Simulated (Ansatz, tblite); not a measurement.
Cost and result up the ladder for Ga₂Te₃ (5 atoms). Charge 0, multiplicity 1. Geometry: r2SCAN-D4/def2-SVP.

```xyz
5

Ga   -0.712    0.174    0.590
Ga    0.773   -1.490   -1.476
Te   -1.628   -1.962   -0.166
Te   -0.036    2.359    1.538
Te    1.603    0.918   -0.487
```

Ansatz on 4 threads of AMD EPYC 7B13 on a shared host; xTB runs through tblite on one thread. Times are rough, summed over both states, and most runs start from the orbitals of an earlier one. PBE0-D4/def2-TZVP serves as the yardstick here, not as an exact answer. The other state is a doublet.

In the def2 sets Te takes a core potential; there is no spin–orbit coupling. The xTB rows come from tblite. The structure comes from a short search, and lower isomers may exist.

Raw xTB energies of ions are shifted by several eV.

```tsv
level	functions	vertical IE (eV)	difference from PBE0-D4/def2-TZVP (eV)
GFN1-xTB	45	11.86	4.18
r2SCAN-D4/def2-TZVP (with forces)	246	7.60	-0.07
GFN2-xTB	45	12.36	4.69
PBE-D4/def2-TZVP	246	7.46	-0.22
PBE0-D4/def2-TZVP	246	7.67	0.00
```

(1) Estimate how long each takes.

Results:

(1) GFN1-xTB 0.013 s; GFN2-xTB 0.033 s; PBE-D4/def2-TZVP 13 s; r2SCAN-D4/def2-TZVP (with forces) 28 s; PBE0-D4/def2-TZVP 40 s. On shared hardware such times vary by a factor of up to 3.
